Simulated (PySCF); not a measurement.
Species: C6H10FN.
Cartesian coordinates in Å at the PBE0-D3(BJ)/def2-SVP level; atoms count from 1:
```
atom  x, y, z in Å
C1    -3.2990    0.5766    0.0031
C2    -2.0200    0.8775   -0.2247
C3    -0.8495    0.1793    0.3889
C4     0.1192   -0.3579   -0.6510
F5     0.5743    0.6969   -1.4238
C6     1.3302   -1.0716   -0.0701
N7     2.0099   -0.2434    0.8878
C8     3.1771    0.1479    0.6136
H9    -4.1103    1.1300   -0.4768
H10   -3.5846   -0.2312    0.6854
H11   -1.7724    1.6913   -0.9160
H12   -0.2815    0.8683    1.0359
H13   -1.1852   -0.6539    1.0270
H14   -0.4054   -1.0545   -1.3295
H15    0.9753   -1.9850    0.4365
H16    1.9814   -1.3811   -0.9134
H17    3.7099    0.8027    1.3179
H18    3.7128   -0.1376   -0.3143
```

Linear response at B3LYP/def2-SVPD (PySCF, frozen core in the response, non-relativistic).

Static isotropic polarisability: 85.29 au (12.64 Å³), principal values 69.6, 71.1, 115.2 au.

What is the polarisability at 1064 nm and at the sodium D line?

86.11 au at 1064 nm (+1.0 %), 88.05 au at 589.3 nm (+3.2 %). The rise at 589.3 nm is 3.39 times that at 1064 nm; a pure ω² law gives 3.26. The lowest singlet lies at 256 nm, shorter than both wavelengths.

What is the isotropic C6 coefficient between two such molecules, C6 = (3/π)∫α(iω)² dω?

2968 au (Eh·bohr⁶) by a ten-point quadrature over imaginary frequencies, which is 1770 eV·Å⁶ or 171 J·nm⁶/mol.

Which effective excitation energy ω̄ makes London's formula C6 = (3/4)α²ω̄ exact here?

ω̄ = 4·C6/(3α²) = 0.544 Eh = 14.8 eV. A one-pole form α(ω) = α/(1 − ω²/ω̄²) fitted to the 1064 nm value gives 12.0 eV.

What molar refraction at the D line follows from R = (4π/3)·N_A·α′, with α′ the polarisability volume?

α′ = 13.05 Å³ gives R = 32.91 cm³/mol, for isolated, non-vibrating species.

How anisotropic is the static polarisability, by Δα² = ½[(α1 − α2)² + (α2 − α3)² + (α3 − α1)²]?

Δα = 44.9 au, or 0.53 of the isotropic value.

What n − 1 at the D line would an ideal gas of it have at 273.15 K and 1 atm (2.6868 × 10¹⁹ cm⁻³), by n − 1 = 2π·N·α′?

22.03 × 10⁻⁴, a formal value whether or not that pressure can be reached.

What three-body coefficient follows from the one-pole estimate C9 = (3/4)·α·C6?

190000 au. This is an estimate from the two numbers above, not a computed integral.

One conformer stands for the species.
